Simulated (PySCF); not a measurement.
# Electronic structure of Zr³⁺ (zirconium, charge +3) at the UHF level

Configuration: [Kr] 4d1, 2D determinant. Calculation: PySCF 2.14, in aug-cc-pVDZ-PP with ECP28MDF; scalar relativity through the core potential.

```json
{"Total energy": "-44.837973 hartree", "One-electron energy": "-66.6334 hartree", "Hartree (Coulomb) energy": "26.4963 hartree", "Exchange energy": "-4.7009 hartree", "⟨S²⟩": "0.7516", "⟨L²⟩": "6.018", "Sum of ⟨r⟩": "12.54 bohr", "Sum of ⟨r²⟩": "19.86 bohr²", "Traceless quadrupole moment −½Σ⟨3z² − r²⟩ along its main axis": "1.08 e·bohr²"}
```

```json
{"shell": "4s α", "electrons": "1", "mean orbital energy (hartree)": "-3.51557", "spread (hartree)": "0", "rms radius, mean of both spins (bohr)": "1.30"}
{"shell": "4s β", "electrons": "1", "mean orbital energy (hartree)": "-3.46704", "spread (hartree)": "0", "rms radius, mean of both spins (bohr)": "1.30"}
{"shell": "4p α", "electrons": "3", "mean orbital energy (hartree)": "-2.50185", "spread (hartree)": "0.03384", "rms radius, mean of both spins (bohr)": "1.45"}
{"shell": "4p β", "electrons": "3", "mean orbital energy (hartree)": "-2.43652", "spread (hartree)": "0.05316", "rms radius, mean of both spins (bohr)": "1.45"}
{"shell": "4d α", "electrons": "1", "mean orbital energy (hartree)": "-1.24485", "spread (hartree)": "0", "rms radius, mean of both spins (bohr)": "1.99"}
```

Energies and moments cover only the electrons outside the core potential.
